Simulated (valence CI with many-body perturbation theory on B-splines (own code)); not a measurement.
## E1 transitions of Pr XXVIII

Computed by configuration interaction combined with many-body perturbation theory (CI+MBPT): four valence electrons over a frozen Dirac-Fock core [Ar] 3d10, radial functions for each j: 11 s, 11 p, 10 d, 8 f, 5 g, 2 h, with the one-electron correlation potential Σ1, the two-electron term Σ2, the three-electron term Σ3, Breit, model QED; selected CI, second order for the rest, scaled by the run's own slope (own B-spline code, finite nucleus).

The last digits are not significant, and no measured levels were compared; by estimate large intervals hold to a few tenths of a per cent, small ones and those within an open d or f shell to about a per cent. Among the levels kept, up to 510 cm⁻¹ of a level comes from second order outside the variational space, and about a tenth of that is noise between levels of different J, which matters for small intervals.

Lines 101 to 150 of 558 in falling wavelength, among levels below 340.81 eV, chosen from the strongest by gf and those to the six lowest levels. Wavelengths and rates use the calculated energies. Electric multipoles are in the length gauge, E1 and E2 with the static RPA response of the core. Weak lines are less certain than strong ones. Lines between different terms over intervals too small for the method are left out, as are lines whose strength nearly cancels. Where a level lies close to another of its J and parity, the split of strength between their lines is uncertain. The highest levels of a list are the least certain.

Levels are named by their leading jj configuration (3d3/2^4 stands for four electrons in 3d with j = 3/2), which in mixed levels can hold well under half, so a name can repeat and another be missing. Letters in brackets count levels of one name in rising energy.

```csv
λ vac (nm),Upper,Lower,A (s⁻¹),log gf,Branch %
13.07,(4s 4p1/2^2 4p3/2) J=1,(4s^2 4p1/2^2) J=0,5.60e+10,-0.37,83.7
13.06,(4s 4p3/2^2 4d3/2) J=1 [c],(4s^2 4p3/2 4d3/2) J=1,2.93e+10,-0.65,7.0
13.01,(4p1/2 4p3/2^2 4d5/2) J=3 [c],(4s 4p1/2 4p3/2 4d5/2) J=4 [c],1.07e+10,-0.72,4.8
13.00,(4p1/2^2 4p3/2 4d5/2) J=4,(4s 4p1/2^2 4d5/2) J=3,2.61e+10,-0.23,29.2
12.97,(4p1/2 4p3/2^2 4d3/2) J=2 [a],(4s 4p1/2 4p3/2 4d3/2) J=3 [a],1.74e+10,-0.66,30.4
12.94,(4p1/2 4p3/2^2 4d3/2) J=1 [c],(4s 4p1/2 4p3/2 4d3/2) J=2 [c],2.38e+10,-0.75,5.3
12.93,(4s 4p3/2^2 4d5/2) J=3 [b],(4s^2 4p3/2 4d3/2) J=3,3.28e+10,-0.24,10.7
12.92,(4p1/2^2 4p3/2 4d3/2) J=3,(4s 4p1/2^2 4d3/2) J=2,1.95e+10,-0.47,22.6
12.89,(4s 4p1/2 4p3/2^2) J=2 [b],(4s^2 4p1/2 4p3/2) J=1,1.25e+09,-1.81,3.1
12.85,(4s 4p3/2^2 4d5/2) J=2 [b],(4s^2 4p3/2 4d5/2) J=2,1.71e+10,-0.67,13.7
12.83,(4p1/2 4p3/2^2 4d5/2) J=5,(4s 4p1/2 4p3/2 4d5/2) J=5,1.12e+10,-0.52,22.5
12.82,(4s 4p1/2 4p3/2 4d5/2) J=1 [b],(4s^2 4p1/2 4d5/2) J=2,5.09e+10,-0.42,18.1
12.81,(4p1/2^2 4p3/2^2) J=0,(4s 4p1/2^2 4p3/2) J=1,7.82e+10,-0.72,63.7
12.81,(4p1/2 4p3/2^2 4d5/2) J=3 [d],(4s 4p1/2 4p3/2 4d5/2) J=4 [c],4.70e+10,-0.09,26.2
12.78,(4s 4p3/2^2 4d3/2) J=1 [b],(4s^2 4p3/2 4d3/2) J=2,8.43e+10,-0.21,17.8
12.75,(4s 4p1/2 4p3/2^2) J=1 [a],(4s^2 4p1/2 4p3/2) J=1,7.27e+10,-0.27,75.8
12.74,(4p1/2^2 4p3/2 4d5/2) J=1,(4s 4p1/2^2 4d5/2) J=2,5.30e+10,-0.41,30.0
12.74,(4p1/2 4p3/2^2 4d5/2) J=4 [c],(4s 4p1/2 4p3/2 4d5/2) J=5,2.09e+10,-0.34,11.9
12.72,(4p1/2 4p3/2^2 4d3/2) J=4,(4s 4p1/2 4p3/2 4d5/2) J=4 [a],9.39e+09,-0.69,17.0
12.72,(4p1/2 4p3/2^2 4d5/2) J=3 [c],(4s 4p1/2 4p3/2 4d5/2) J=4 [b],1.74e+10,-0.53,7.8
12.72,(4s 4p3/2^2 4d3/2) J=1 [c],(4s^2 4p3/2 4d3/2) J=0,5.11e+10,-0.43,12.2
12.72,(4s 4p3/2^2 4d5/2) J=2 [c],(4s^2 4p3/2 4d5/2) J=1,2.89e+10,-0.46,5.1
12.71,(4p1/2 4p3/2^2 4d5/2) J=4 [a],(4s 4p1/2 4p3/2 4d3/2) J=4,1.70e+10,-0.43,28.7
12.68,(4p1/2 4p3/2^3) J=2,(4s 4p1/2 4p3/2^2) J=3,3.46e+10,-0.38,31.9
12.66,(4s 4p1/2 4p3/2 4d5/2) J=3 [e],(4s^2 4p1/2 4d5/2) J=3,6.51e+10,0.04,26.0
12.63,(4p1/2^2 4p3/2^2) J=2,(4s 4p1/2^2 4p3/2) J=2,1.35e+10,-0.79,21.4
12.61,(4s 4p3/2^2 4d5/2) J=3 [c],(4s^2 4p3/2 4d3/2) J=3,3.45e+10,-0.24,11.4
12.56,(4s 4p1/2 4d5/2^2) J=4,(4s 4p1/2 4p3/2 4d5/2) J=3 [d],8.87e+09,-0.72,5.1
12.56,(4s 4p3/2^2 4d3/2) J=2 [b],(4s^2 4p3/2 4d3/2) J=2,2.76e+10,-0.49,6.6
12.52,(4s 4p3/2^2 4d3/2) J=1 [c],(4s^2 4p3/2 4d3/2) J=2,3.37e+10,-0.62,8.0
12.51,(4s 4p1/2 4p3/2 4d3/2) J=1 [d],(4s^2 4p1/2 4d3/2) J=2,5.62e+10,-0.40,17.4
12.49,(4s 4p1/2 4p3/2 4d5/2) J=2 [d],(4s^2 4p1/2 4d5/2) J=3,1.18e+11,0.14,45.4
12.48,(4s 4p1/2 4p3/2 4d3/2) J=1 [e],(4s^2 4p1/2 4d3/2) J=1,4.31e+10,-0.52,9.1
12.48,(4s 4p3/2^2 4d5/2) J=3 [b],(4s^2 4p3/2 4d5/2) J=4,4.25e+10,-0.16,13.8
12.44,(4s 4p1/2 4p3/2 4d5/2) J=2 [e],(4s^2 4p1/2 4d5/2) J=2,4.89e+10,-0.25,11.2
12.44,(4s 4p1/2 4p3/2^2) J=1 [b],(4s^2 4p1/2 4p3/2) J=2,1.51e+11,0.02,63.0
12.41,(4s 4p1/2 4d3/2 4d5/2) J=3 [d],(4s 4p1/2 4p3/2 4d3/2) J=2 [c],1.33e+10,-0.67,6.1
12.41,(4s 4p3/2^2 4d3/2) J=2 [c],(4s^2 4p3/2 4d3/2) J=3,6.19e+10,-0.15,13.2
12.38,(4p1/2 4p3/2^2 4d5/2) J=3 [b],(4s 4p1/2 4p3/2 4d5/2) J=4 [a],1.96e+10,-0.50,15.1
12.37,(4s^2 4d3/2 4d5/2) J=3,(4s^2 4p3/2 4d5/2) J=3,1.41e+10,-0.64,2.9
12.35,(4p1/2^2 4p3/2 4d5/2) J=3,(4s 4p1/2^2 4d5/2) J=3,1.87e+10,-0.52,13.1
12.34,(4s 4p3/2^2 4d5/2) J=4 [b],(4s^2 4p3/2 4d5/2) J=4,8.53e+10,0.24,36.2
12.33,(4s 4p3/2^2 4d5/2) J=2 [c],(4s^2 4p3/2 4d5/2) J=3,1.09e+11,0.09,19.2
12.33,(4s 4p3/2^3) J=1,(4s^2 4p3/2^2) J=2,1.18e+11,-0.09,43.7
12.28,(4s^2 4d3/2 4d5/2) J=4,(4s^2 4p3/2 4d5/2) J=3,2.96e+10,-0.22,16.2
12.27,(4p1/2^2 4p3/2 4d3/2) J=1,(4s 4p1/2^2 4d3/2) J=1,4.30e+10,-0.54,30.3
12.25,(4s 4p1/2 4p3/2 4f7/2) J=5 [a],(4s 4p1/2 4p3/2 4d5/2) J=4 [c],9.09e+09,-0.65,16.6
12.24,(4s 4p1/2 4p3/2 4f5/2) J=3 [b],(4s 4p1/2 4p3/2 4d5/2) J=2 [c],1.16e+10,-0.74,3.2
12.23,(4s 4p1/2 4p3/2 4d3/2) J=3 [b],(4s 4p1/2 4p3/2^2) J=2 [b],1.38e+10,-0.67,17.3
12.20,(4s 4p1/2 4p3/2 4d5/2) J=2 [e],(4s^2 4p1/2 4d5/2) J=3,2.57e+10,-0.54,5.9
```

Task: How does gf follow from A for the line at 12.34 nm?

Result: gf = 1.4992 × (2J+1)_upper × A / σ², with σ = 810295 cm⁻¹ and 2J+1 = 9: gf = 1.75.
